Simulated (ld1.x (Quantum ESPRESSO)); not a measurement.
# u(r) = r·R(r): atom against pseudo-atom (zinc)

Columns: radius, all-electron u(r) and pseudo u(r) of the 3s shell (level -128.62 eV) of zinc in the configuration [Ne] 3s2 3p6 3d10 4s2 4p0; LDA (PZ), scalar-relativistic, TM semilocal scheme, ld1.x (Quantum ESPRESSO) 7.5.

| r (bohr) | all-electron | pseudo |
| --- | --- | --- |
| 0.057 | 0.1187 | 0.1097 |
| 0.115 | -0.5818 | 0.2261 |
| 0.172 | -0.7042 | 0.3498 |
| 0.230 | -0.3882 | 0.4893 |
| 0.288 | 0.0928 | 0.6450 |
| 0.345 | 0.5500 | 0.8113 |
| 0.402 | 0.9120 | 0.9815 |
| 0.460 | 1.1616 | 1.1404 |
| 0.518 | 1.3003 | 1.2615 |
| 0.575 | 1.3501 | 1.3248 |
| 0.632 | 1.3364 | 1.3271 |
| 0.690 | 1.2784 | 1.2768 |
| 0.747 | 1.1945 | 1.1944 |
| 0.805 | 1.0941 | 1.0941 |
| 0.862 | 0.9898 | 0.9898 |
| 0.920 | 0.8839 | 0.8839 |
| 0.977 | 0.7839 | 0.7839 |
| 1.035 | 0.6887 | 0.6887 |
| 1.092 | 0.6029 | 0.6029 |
| 1.150 | 0.5240 | 0.5240 |
| 1.208 | 0.4535 | 0.4535 |
| 1.265 | 0.3921 | 0.3921 |
| 1.322 | 0.3381 | 0.3381 |
| 1.380 | 0.2900 | 0.2900 |
| 1.438 | 0.2482 | 0.2482 |
| 1.495 | 0.2126 | 0.2126 |

Q: How many radial nodes do the two functions have?

A: The all-electron 3s function has n − l − 1 = 2; the pseudo-wave has 0, since the states of the same l below it are removed with the core.

Q: At about which radius was the pseudo-wave matched?

A: 0.80 bohr, where the columns begin to agree (steps of 0.06 bohr).

Q: Is the pseudo-wave norm-conserving?

A: Yes: the TM semilocal scheme keeps the norm inside the radius equal to the all-electron one, which fixes the energy derivative of the logarithmic derivative at the level.
